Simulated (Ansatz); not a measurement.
`[OH][In]([SH])[Br]`. Charge 0, multiplicity 1. Correlated methods include outer-core shells of Br, In, which these sets cover unevenly. Scalar relativity is left out up to krypton. In takes the def2 core potential.

Cartesian coordinates in Å:
```
O 0.9044 0.9732 -1.5956
In 0.1400 -0.2087 -0.2195
S -1.0276 0.5908 1.6783
Br 0.4702 -2.6052 -0.5865
H 0.7534 1.9046 -1.4139
H -1.2405 -0.6546 2.1372
```

(1) Give the diagnostics of a CCSD(T)/def2-TZVPP run (frozen core, the Gaussian-basis code of Ansatz). (An estimate is asked.)

Results:

(1) The calculation gave: T1 = 0.0133, largest single amplitude 0.040, largest double 0.029, (T) share of the correlation energy 3.6 %, 10 CCSD cycles. The RHF solution is stable towards an unrestricted one. T1 lies under the customary mark of 0.02 for closed shells.
